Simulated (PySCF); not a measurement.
TiH₄, SMILES [TiH4], multiplicity 1. Coordinates come from a PBE-D3(BJ)/def2-TZVPD optimisation. The multiplicity is an assumed one; other spin states were not compared.

Method: PySCF with PBE-D3(BJ)/def2-TZVPD.

Harmonic wavenumbers (cm⁻¹): 516, 516, 516, 576, 576, 1682, 1682, 1682, 1726. Rotational constants (GHz): 64.30, 64.30, 64.30; symmetry number 12.

Question: Work out the zero-point energy and the ideal-gas rigid-rotor harmonic-oscillator thermochemistry at 298.15 K and 1 atm.

Answer: ZPE = ½ Σ hcν = ½ × 9471 cm⁻¹ = 56.65 kJ/mol. H − E(el) = 69.18 kJ/mol. Entropy in J/(mol K): translation 158.00, rotation 53.58, vibration 12.00, total 223.57. G − E(el) = 2.52 kJ/mol. Cp = 58.21 J/(mol K).
